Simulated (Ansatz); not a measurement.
The same path of ClF3Ge + H2 (7 atoms, charge 0, multiplicity 1) was run twice with different band settings. Lost on the way: Ge1–Cl2, H6–H7. Made: Ge1–H6, Cl2–H7.

The calculation used Ansatz, RKS PBE-D4/def2-SVP.

Relaxed end points:

```xyz
7
Properties=species:S:1:pos:R:3
Ge 0.416 0.000 0.053
Cl 0.630 0.000 2.164
F 1.961 0.000 -0.717
F -0.437 1.395 -0.498
F -0.438 -1.395 -0.498
H -2.826 0.000 0.902
H -2.556 0.000 1.622
```

```xyz
7
Properties=species:S:1:pos:R:3
Ge -0.286 0.000 -0.685
Cl -0.564 0.000 3.000
F 1.122 0.000 0.329
F -0.137 1.390 -1.713
F -0.137 -1.390 -1.713
H -1.599 0.000 0.099
H -1.650 0.000 3.712
```

Common settings: movable images 5; spring 5.0 eV/Å²; start path through a guess of the saddle point; force threshold 0.05 eV/Å; iteration limit 60; end points relaxed.

| run | climbing image | optimiser |
| --- | --- | --- |
| 1 | yes | quadratic models (default) |
| 2 | from the first iteration | fire |

Question: What does each run give, and how far can it be trusted?

Answer: Run 1: converged after 17 iterations, highest image 1.857 eV above the first end. Neighbouring images differ by up to 1.2 eV, so the band resolves the path poorly. A vibrational analysis at the climbing image gives one clearly imaginary mode, 1008i cm⁻¹: a first-order saddle point.
Run 2: converged after 46 iterations, highest image 1.857 eV above the first end. Neighbouring images differ by up to 1.3 eV, so the band resolves the path poorly. Another band between the same ends (5 images) ends at a top of the same energy, where a vibrational analysis finds 1 clearly imaginary mode.
The orbitals stay closed-shell, which can raise the energy where a bond breaks towards radicals; this wasn't checked here.
